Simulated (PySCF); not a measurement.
H7Si3, SMILES [SiH]([SiH3])[SiH3], multiplicity 2.

The structure is a stationary point at TPSSh-D3(BJ)/def2-SVP. The isomer is the one that the SMILES or the coordinates give; other isomers of the formula were not compared.

Calculation: ωB97X/def2-TZVPD (PySCF).

The molecule is in vacuum.

Computed frontier levels, dipole moment and polarisability:
```json
{
 "α spin, highest occupied and lowest empty level": "-8.23 and 1.47 eV",
 "β spin, highest occupied and lowest empty level": "-10.24 and -1.30 eV",
 "dipole_moment": "0.07 D",
 "quadrupole, principal values (traceless, Buckingham form, about the centre of nuclear charge)": "-0.24, -0.07, 0.31 D·Å",
 "mean_static_polarisability": "95.6 bohr³ (14.17 Å³)",
 "polarisability_principal_values": "78.7, 88.6, 119.6 bohr³",
 "⟨S²⟩": "0.755 (pure state 0.75)"
}
```
